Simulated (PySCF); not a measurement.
C2Cl2O2Pt, singlet, at a GFN2-xTB geometry (such geometries of metal compounds can be far from the true shape) (core potentials on Pt). Base run: DF-SVWN5/def2-SVP in PySCF.

The PySCF input:
```python
from pyscf import gto, scf, dft

mol = gto.Mole()
mol.atom = '''
    Pt    0.000000    0.000000   -0.000000
    Cl    2.122640   -0.925536    0.001587
    Cl   -2.122640    0.925536   -0.001587
    O     1.140191    2.793476    0.029027
    C     0.726436    1.746043    0.018205
    O    -1.140191   -2.793476   -0.029027
    C    -0.726436   -1.746043   -0.018205
'''
mol.basis = 'def2-svp'
mol.ecp = {'Pt': 'def2-svp'}
mol.charge = 0
mol.spin = 0
mol.verbose = 4
mol.build()

mf = dft.RKS(mol)
mf.xc = 'lda,vwn'
mf = mf.density_fit(auxbasis='def2-universal-jkfit')
mf.kernel()
mf.analyze()
```

The base run was repeated with changes; each row names its change, and settings that it needs were set with it.

```json
[
 {"change": "base", "E (Eh)": "-1261.19900", "HOMO (eV)": "-6.28", "HOMO-LUMO gap (eV)": "2.01", "core-seconds (rough)": "10", "outcome": "converged"},
 {"change": "functional = b3lyp; dispersion = d3bjm", "E (Eh)": "-1266.13404", "HOMO (eV)": "-7.23", "HOMO-LUMO gap (eV)": "3.87", "core-seconds (rough)": "10", "outcome": "converged"},
 {"change": "functional = pbe", "E (Eh)": "-1265.48483", "HOMO (eV)": "-6.15", "HOMO-LUMO gap (eV)": "2.14", "core-seconds (rough)": "20", "outcome": "converged"},
 {"change": "functional = tpssh", "E (Eh)": "-1266.05315", "HOMO (eV)": "-6.85", "HOMO-LUMO gap (eV)": "3.22", "core-seconds (rough)": "20", "outcome": "converged"},
 {"change": "functional = r2scan", "E (Eh)": "-1265.93586", "HOMO (eV)": "-6.55", "HOMO-LUMO gap (eV)": "2.54", "core-seconds (rough)": "20", "outcome": "converged"},
 {"change": "functional = m062x", "E (Eh)": "-1265.79562", "HOMO (eV)": "-8.89", "HOMO-LUMO gap (eV)": "6.66", "core-seconds (rough)": "20", "outcome": "converged"},
 {"change": "functional = pbe0; dispersion = d3bj", "E (Eh)": "?", "HOMO (eV)": "?", "HOMO-LUMO gap (eV)": "?", "core-seconds (rough)": "10", "outcome": "converged"},
 {"change": "functional = tpss", "E (Eh)": "?", "HOMO (eV)": "?", "HOMO-LUMO gap (eV)": "?", "core-seconds (rough)": "30", "outcome": "converged"},
 {"change": "functional = b97-1", "E (Eh)": "-1265.87665", "HOMO (eV)": "-7.24", "HOMO-LUMO gap (eV)": "3.99", "core-seconds (rough)": "10", "outcome": "converged"},
 {"change": "functional = wb97m_v", "E (Eh)": "-", "HOMO (eV)": "-", "HOMO-LUMO gap (eV)": "-", "core-seconds (rough)": "-", "outcome": "cut at the time limit"},
 {"change": "functional = o3lyp", "E (Eh)": "-1266.10399", "HOMO (eV)": "-6.77", "HOMO-LUMO gap (eV)": "3.23", "core-seconds (rough)": "10", "outcome": "converged"},
 {"change": "functional = lc_wpbe", "E (Eh)": "-1265.64801", "HOMO (eV)": "-10.22", "HOMO-LUMO gap (eV)": "9.18", "core-seconds (rough)": "20", "outcome": "converged"},
 {"change": "functional = pw6b95", "E (Eh)": "?", "HOMO (eV)": "?", "HOMO-LUMO gap (eV)": "?", "core-seconds (rough)": "20", "outcome": "converged"}
]
```

**Question.** Fill in the missing entries.

**Answer.** 
- functional = pbe0; dispersion = d3bj, E (Eh): -1265.49492
- functional = pbe0; dispersion = d3bj, HOMO (eV): -7.57
- functional = pbe0; dispersion = d3bj, HOMO-LUMO gap (eV): 4.36
- functional = tpss, E (Eh): -1266.11473
- functional = tpss, HOMO (eV): -6.30
- functional = tpss, HOMO-LUMO gap (eV): 2.36
- functional = pw6b95, E (Eh): -1267.06181
- functional = pw6b95, HOMO (eV): -7.64
- functional = pw6b95, HOMO-LUMO gap (eV): 4.54

Absolute energies of different levels of theory aren't comparable as measures of quality.
